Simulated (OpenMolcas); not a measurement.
d3 ions of charge +4 down a group on the Y site of Cs2NaYCl6

```
Program             : OpenMolcas
Method              : SS-CASPT2, IPEA 0.25 Eh, imaginary shift 0.1 Eh
Spin-orbit coupling : state interaction with AMFI integrals over the reference wave functions
```

The d shell is active; CASPT2 correlates the ligand valence shells and the outer metal core. Each dopant is a cluster with its nearest anions in model potentials and point charges, with no relaxation and no local charge compensation. Distances were set from a Shannon-type radius of the metal (high-spin where two are listed) plus a fixed donor radius (Cl 1.76 Å), in hosts weighted 0.65 to 0.35 with the host's distance in the model lattice. Ligand basis ANO-RCC-VDZP, DKH2 Hamiltonian. States (labels of O, the rotations of Oh). Energies in cm-1 above the lowest state or level, χT in cm3 K/mol. Spin-only χT is S(S+1) / 2 for the spin of the ground state.

```csv
Ion,Shell,R (Å),Metal basis,Ground state,First state of that spin,First gap with spin-orbit (degeneracies),χT at 300 K,First state of another spin,Spin-only χT
Tc4+,4d3,2.48,ANO-RCC-VTZP,4A2,4T2 25570,"8840 (4, 4)",1.775,2T1 8960,1.875
Re4+,5d3,2.47,ANO-RCC-VTZP,4A2,4T2 26520,"8160 (4, 4)",1.331,2E 8820,1.875
```

χT departs most from the spin-only value for Re4+, by -0.544 cm3 K/mol.

Roots that are degenerate in the reference are averaged as groups; the widest CASPT2 spread within a group is 350 cm-1 (the 3-fold group of multiplicity 2 near 59600 cm-1 above the lowest state of its run, Re4+). Shifts and gaps below about the spread of the groups concerned are not significant. Over all roots computed the reference weight is 0.62 to 0.64 in Tc4+, 0.64 to 0.65 in Re4+; a low but even weight reflects the number of correlated electrons. Ligand-to-metal charge-transfer states are missing. With no ligand orbital active B as a rule stays too high, so bands that hang on it stand too high and its fall with covalency is understated. With one d shell and no ligand orbital active, 10Dq can be off by a tenth or more. The least metal-like active orbital is 70 % on the metal (Löwdin) and no ligand orbital is active, so the numbers are rough (holds for Tc4+). These CASPT2 states fit no ligand-field parameters well, so their order and spin gaps are uncertain (holds for Tc4+). The least metal-like active orbital is 71 % on the metal (Löwdin) and no ligand orbital is active, so the numbers are rough (holds for Re4+). No measured value stands beside these numbers; the geometry was set by hand and not optimised.
